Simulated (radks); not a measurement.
Effect of the nuclear size on the titanium ion Ti10+, [Ne] 3s2. Calculated with a radial shooting solver on a logarithmic mesh with Libxc functionals: Dirac Kohn-Sham, PBE, spin-unpolarised, spherical densities, finite nucleus; Fermi nuclear charge, rms radius 3.5921 fm. The rms radius is varied about that value; shifts are against it.

| rms radius (fm) | total energy shift (eV) | density at nucleus (e/bohr^3) | 1s1/2 shift (meV) | 2s1/2 shift (meV) | 2p1/2 shift (meV) | 3s1/2 shift (meV) |
|---|---|---|---|---|---|---|
| 3.0928 | -0.0127 | 8590 | -5.33 | -0.448 | 0.068 | -0.082 |
| 3.2616 | -0.00863 | 8575 | -3.62 | -0.303 | 0.046 | -0.056 |
| 3.5921 | 0 | 8550 | 0.000 | 0.000 | 0.000 | 0.000 |
| 3.9333 | 0.00975 | 8526 | 4.09 | 0.343 | -0.052 | 0.063 |
| 3.9693 | 0.0108 | 8524 | 4.54 | 0.381 | -0.058 | 0.070 |

Slopes of the eigenvalues against <r^2> in GHz/fm^2, as finite differences over the two radii next to the reference (eigenvalue slopes, not the field-shift constants of lines): 1s1/2 386, 2s1/2 32.3, 2p1/2 -4.92, 3s1/2 5.94.
